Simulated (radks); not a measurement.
The tellurium anion Te2-, [Xe], held by a Watson sphere: a shell of charge +1.99 at radius R that stands for the Madelung well of a crystal (potential energy -1.99/R inside, -1.99/r outside, in hartree with lengths in bohr). All-electron calculation, scalar-relativistic Kohn-Sham, LB94 model potential, spin-polarised, spherical densities, finite nucleus; Fermi nuclear charge, rms radius of each element as measured or else 0.836 A^(1/3) + 0.57 fm. Program: a radial shooting solver on a logarithmic mesh with Libxc functionals. Response by self-consistent Sternheimer equations with the Hartree and adiabatic LDA kernel, the relativistic mass of each level held fixed and spin-orbit coupling left out. The sphere does not respond.

| R (bohr) | e(4d) (eV) | e(5s) (eV) | e(5p) (eV) | <r> 5p (bohr) | sum of <r^2> (bohr^2) | X-ray form factor at sin(theta)/lambda = 0.2 1/angstrom | alpha (bohr^3) |
|---|---|---|---|---|---|---|---|
| 2.39 | -47.970 | -20.902 | -11.446 | 2.581 | 74.64 | 41.828 | 40.10 |
| 2.63 | -47.383 | -20.239 | -11.004 | 2.641 | 77.08 | 41.761 | 44.55 |
| 3.18 | -46.366 | -18.891 | -9.936 | 2.768 | 82.46 | 41.676 | 57.06 |
| 3.25 | -46.251 | -18.737 | -9.801 | 2.783 | 83.11 | 41.670 | 58.86 |
| 3.37 | -46.059 | -18.479 | -9.570 | 2.808 | 84.20 | 41.663 | 62.06 |
| 4.74 | -44.096 | -16.113 | -7.248 | 3.020 | 94.58 | 41.668 | 106.7 |
| 5.46 | -43.226 | -15.176 | -6.279 | 3.092 | 98.73 | 41.681 | 135.4 |
| 5.58 | -43.092 | -15.035 | -6.133 | 3.102 | 99.35 | 41.683 | 140.5 |
